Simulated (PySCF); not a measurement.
Input for PySCF: R-M06-2X/def2-TZVPP on HF (SMILES F).

```python
from pyscf import gto, dft

mol = gto.M(
    atom='''
    F    -0.00000000    0.00000000    0.46222970
    H     0.00000000   -0.00000000   -0.46222970
    ''',
    basis='def2-tzvpp',
    charge=0, spin=0, verbose=4, max_memory=1800)
mf = dft.RKS(mol, xc='m062x').density_fit(auxbasis='def2-universal-jkfit')
mf.grids.level = 4
mf.conv_tol = 1e-9
mf.max_cycle = 150
mf.kernel()
mf.dip_moment()
```

Program output:

```
PySCF version 2.14.0

[INPUT] verbose = 4
[INPUT] num. atoms = 2
[INPUT] num. electrons = 10
[INPUT] charge = 0
[INPUT] spin (= nelec alpha-beta = 2S) = 0
[INPUT] symmetry False subgroup None
[INPUT] Mole.unit = angstrom
[INPUT] Symbol           X                Y                Z      unit          X                Y                Z       unit  Magmom
[INPUT]  1 F      0.000000000000   0.000000000000   0.462229700000 AA    0.000000000000   0.000000000000   0.873487539640 Bohr   0.0
[INPUT]  2 H      0.000000000000   0.000000000000  -0.462229700000 AA    0.000000000000   0.000000000000  -0.873487539640 Bohr   0.0

nuclear repulsion = 5.15176209823817
number of shells = 17
number of NR pGTOs = 62
number of NR cGTOs = 45
basis = def2-tzvpp
ecp = {}


******** <class 'pyscf.df.df_jk.DFRKS'> ********
method = DFRKS
initial guess = minao
damping factor = 0
level_shift factor = 0
DIIS = <class 'pyscf.scf.diis.CDIIS'>
diis_start_cycle = 1
diis_space = 8
diis_damp = 0
SCF conv_tol = 1e-09
SCF conv_tol_grad = None
SCF max_cycles = 150
direct_scf = False
XC library pyscf.dft.libxc version 7.1.2
    S. Lehtola, C. Steigemann, M. J. T. Oliveira, and M. A. L. Marques,  SoftwareX 7, 1–5 (2018)
XC functionals = m062x
    Y. Zhao and D. G. Truhlar,  Theor. Chem. Acc. 120, 215 (2008)
    Y. Zhao and D. G. Truhlar,  Theor. Chem. Acc. 120, 215 (2008)
radial grids:
    Treutler-Ahlrichs [JCP 102, 346 (1995); DOI:10.1063/1.469408] (M4) radial grids

becke partition: Becke, JCP 88, 2547 (1988); DOI:10.1063/1.454033
pruning grids: <function nwchem_prune>
grids dens level: 4
symmetrized grids: False
atomic radii adjust function: <function treutler_atomic_radii_adjust>
small_rho_cutoff = 0
Set gradient conv threshold to 3.16228e-05
Initial guess from minao.
tot grids = 44544
******** <class 'pyscf.df.df.DF'> ********
auxbasis = def2-universal-jkfit
init E= -100.334837531777
  HOMO = -0.569105649919628  LUMO = 0.028478412197849  gap/eV = 16.26109
cycle= 1 E= -100.421018189039  delta_E= -0.0862  |g|= 0.433  |ddm|= 0.75
  HOMO = -0.416915401100833  LUMO = 0.0483042099797615  gap/eV = 12.65927
cycle= 2 E= -100.422953528522  delta_E= -0.00194  |g|= 0.478  |ddm|= 0.402
  HOMO = -0.513967910986799  LUMO = 0.0443800240348722  gap/eV = 15.19342
cycle= 3 E= -100.453089049498  delta_E= -0.0301  |g|= 0.0225  |ddm|= 0.173
  HOMO = -0.512146630229831  LUMO = 0.0488969510879613  gap/eV = 15.26677
cycle= 4 E= -100.453155042591  delta_E= -6.6e-05  |g|= 0.00404  |ddm|= 0.00835
  HOMO = -0.51328930913847  LUMO = 0.0491286790030543  gap/eV = 15.30417
cycle= 5 E= -100.453158021233  delta_E= -2.98e-06  |g|= 0.000435  |ddm|= 0.0027
  HOMO = -0.513250253484349  LUMO = 0.0491657058918378  gap/eV = 15.30412
cycle= 6 E= -100.453158105531  delta_E= -8.43e-08  |g|= 5.23e-05  |ddm|= 0.000485
  HOMO = -0.513254437268532  LUMO = 0.0491699491202482  gap/eV = 15.30435
cycle= 7 E= -100.453158107027  delta_E= -1.5e-09  |g|= 3.03e-06  |ddm|= 6.69e-05
  HOMO = -0.513255694271663  LUMO = 0.0491700468051874  gap/eV = 15.30438
cycle= 8 E= -100.453158107031  delta_E= -3.95e-12  |g|= 2.61e-07  |ddm|= 7.28e-06
  HOMO = -0.513255655691441  LUMO = 0.0491701038989092  gap/eV = 15.30438
Extra cycle  E= -100.453158107031  delta_E= 2.56e-13  |g|= 6.92e-08  |ddm|= 4.9e-07
converged SCF energy = -100.453158107031
Dipole moment(X, Y, Z, Debye): -0.00000, -0.00000, -1.88793
```

Self-consistency was reached.

Cost: roughly 4 core-seconds.
